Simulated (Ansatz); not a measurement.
Question: Name a neutral molecule of F, Ga with LUMO energy (B3LYP/def2-TZVPP) between -2.95 and -2.65 eV and size of the dipole moment (ωB97M-V/def2-TZVPP) between 0.00 and 0.30 D (Ansatz, PBE0-D4/def2-TZVP geometry).

Answer: `[F][Ga]([F])[F]` (-2.78 eV, 0.00 D). Other molecules can fit too; these were computed, each in one conformer that needn't be the lowest.

B3LYP here is the variant with VWN-RPA as its local correlation; programs differ in this.
